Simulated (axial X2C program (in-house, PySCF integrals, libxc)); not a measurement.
WH: from Re and ωe to a spectrum

A bond curve at the CCSD(T) level, 2c, was computed with an in-house relativistic program for diatomic molecules (basis W dyall-cv3z [13s14p9d7f4g], H dyall-v3z [6s2p1d] (cores contracted in-house)) for the state Ω = 5/2 (⟨Sz⟩ = 2.48, ⟨Lz⟩ = 0.02 at HF). Its fit gives Re = 1.7201 Å, ωe = 1898.8 cm⁻¹, ωexe = 27.5 cm⁻¹ and αe = 1.351e-01 cm⁻¹; the masses are 183.9509 and 1.0078 u. Two-component means X2C with spin–orbit coupling and atomic mean-field Coulomb and Gaunt terms.

Correlated methods: 7 electrons correlated (number of frozen shells: W 5 s, 4 p, 2 d, 1 f; H none), 247 virtual spin orbitals or spinors in MP2, 80 natural virtuals in coupled cluster.

**Question.** Find the reduced mass, Be and the force constant.

**Answer.** From the CCSD(T) values: μ = 1.0023 u. Be = 16.8576/(μ Re²) = 5.684 cm⁻¹. k = 5.8918×10⁻⁷ μ ωe² = 2.13 mdyn/Å.

**Question.** Where do the fundamental and the first overtone lie?

**Answer.** ν(1←0) = ωe − 2ωexe = 1843.8 cm⁻¹; ν(2←0) = 2ωe − 6ωexe = 3632.6 cm⁻¹.

**Question.** Scale the constants to the deuteride (D 2.0141 u) within the Born–Oppenheimer picture.

**Answer.** ρ = √(μH/μD) = 0.7093; ωe = 1346.8, ωexe = 13.8, Be = 2.86 cm⁻¹; the zero-point energy falls by 273 cm⁻¹.

**Question.** A Morse curve ties αe to the other constants (Pekeris). How well does that hold?

**Answer.** αe(Morse) = 6Be²/ωe × (√(ωexe/Be) − 1) = 1.225e-01 cm⁻¹; the CCSD(T) curve gives 1.351e-01 cm⁻¹, a ratio of 0.91.

**Question.** Estimate the centrifugal constant by the Kratzer relation.

**Answer.** D = 4Be³/ωe² = 2.04e-04 cm⁻¹.

One determinant describes the state; a PBE0 search over occupations chose it and may have missed a lower one. Coupled cluster ran in a truncated set of natural virtual spinors; the MP2 energy of the rest was added. (T) has no such correction and the atoms are truncated less, which lowers De at CCSD(T) by a hundredth of an eV or more. With several unpaired electrons one determinant need not be a pure state. This is the top spin component of a Σ state; components of lower Ω are not single determinants and can lie lower. With the outer-core shells frozen, correlated bond lengths of heavy atoms tend to come out a few hundredths of an ångström too long.
